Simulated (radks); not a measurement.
Values are calculated unless marked as measured or tabulated.
Cu XXII, configuration [He] 2s2 2p4 (the NIST ground configuration).

Level of theory: Dirac Kohn-Sham, exchange-only PBE, spin-unpolarised, spherical densities, finite nucleus; open shells fill j = l - 1/2 first; Fermi nuclear charge, rms radius 3.8823 fm (a radial shooting solver on a logarithmic mesh with Libxc functionals).

Energy parts (hartree):
| part | energy |
|---|---|
| total | -1328.47193 |
| kinetic | 1357.03802 |
| electron-nucleus | -2836.79658 |
| Hartree | 189.18232 |
| exchange | -37.89568 |

Orbitals (lengths in bohr, moments of r in powers of bohr; <r^-3> diverges for s and p1/2; r(max) is where P^2 peaks):
orbital	occ.	eigenvalue (hartree)	r(max)	<r^-3>	small-component weight
1s1/2	2	-364.3385	0.03408	-	1.10e-02
2s1/2	2	-73.12869	0.1919	-	2.27e-03
2p1/2	2	-69.23238	0.1511	-	2.24e-03
2p3/2	2	-68.38909	0.1537	760.0	2.21e-03
3s1/2	0	-29.34135	0.5169	-	8.62e-04
3p1/2	0	-28.09152	0.4925	-	8.39e-04
3p3/2	0	-27.87904	0.4969	192.3	8.32e-04

The highest occupied level is 2p3/2 at -1861.0 eV. For comparison, the ionisation energy in NIST's Atomic Spectra Database is 1918 eV (semi-empirical). In exact Kohn-Sham theory the highest level is minus the ionisation energy, but local and semilocal functionals leave it too shallow, through self-interaction and a potential that decays too fast; potentials with the right tail come closer. Summed over all electrons, <r^2> = 0.3109 bohr^2, which gives a Langevin (diamagnetic) susceptibility term of -0.246 x 10^-6 cm^3/mol.

Beside tabulated values, note that spin-unpolarised runs miss the spin-polarisation part of the exchange energy of open shells.
